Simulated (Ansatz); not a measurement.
Ansatz (an electronic-structure program) input (RPA@PBE/cc-pVTZ):

Ansatz 0.2 input:
```yaml
crystal:
  periodic: [false, false, false]
  atoms:
    - {symbol: C, position_ang: [-1.55364481, 0.18472806, 0.20260344]}
    - {symbol: C, position_ang: [-0.56172745, -0.90153453, 0.47540713]}
    - {symbol: C, position_ang: [0.63354278, -0.01948338, 0.28346519]}
    - {symbol: C, position_ang: [-0.35075671, 1.10833889, -0.15840770]}
    - {symbol: N, position_ang: [1.59255528, -0.45090616, -0.73633612]}
    - {symbol: H, position_ang: [-2.13461923, 0.51483596, 1.07201779]}
    - {symbol: H, position_ang: [-2.26729897, -0.00367737, -0.60641601]}
    - {symbol: H, position_ang: [-0.66023377, -1.95093463, 0.72069776]}
    - {symbol: H, position_ang: [1.12519854, 0.22873018, 1.23999417]}
    - {symbol: H, position_ang: [-0.28278436, 2.04227357, 0.39805782]}
    - {symbol: H, position_ang: [-0.26766294, 1.30853319, -1.22479499]}
    - {symbol: H, position_ang: [1.93548781, -1.38069350, -0.51955801]}
    - {symbol: H, position_ang: [2.39954323, 0.16498167, -0.74405393]}
basis:
  gaussian:
    orbitals: cc-pVTZ
hamiltonian:
  xc: pbe
magnetization: {spin_polarized: true, initial_magnetization: 1}
correlation: {method: rpa, electrons: outside_noble_gas}
```

Output:

```
Functional definition: PBE
integrals: 0.79 GiB planned
1488 factors; integrals over basis functions are off by at most 1.2e-3 eV
mean field: 1.60 GiB planned
mean field evaluation 1: about -5744.5668 eV, gradient 5.9e1 eV
mean field evaluation 2: about -5744.5553 eV, gradient 5.9e1 eV
mean field evaluation 4: about -5759.8060 eV, gradient 9.2e0 eV
mean field evaluation 8: about -5760.1976 eV, gradient 3.5e-1 eV
mean field evaluation 16: about -5760.1960 eV, gradient 6.6e-4 eV
mean field evaluation 32: about -5740.1940 eV, gradient 5.1e1 eV
mean field -5760.19596388 eV, -211.6832972715 hartree, gradient 2.3e-6 eV, S^2 0.754055; 2 other end points of the search recorded, 0 dependent functions left out
5 core orbitals not correlated
reference -5728.46034476 eV, -210.5170347802 hartree; 15, 14 occupied and 242, 243 virtual orbitals, 1488 factors
Total energy: -5767.40079173 eV, -211.9480698115 hartree
```

It need not be the lowest isomer of its formula.
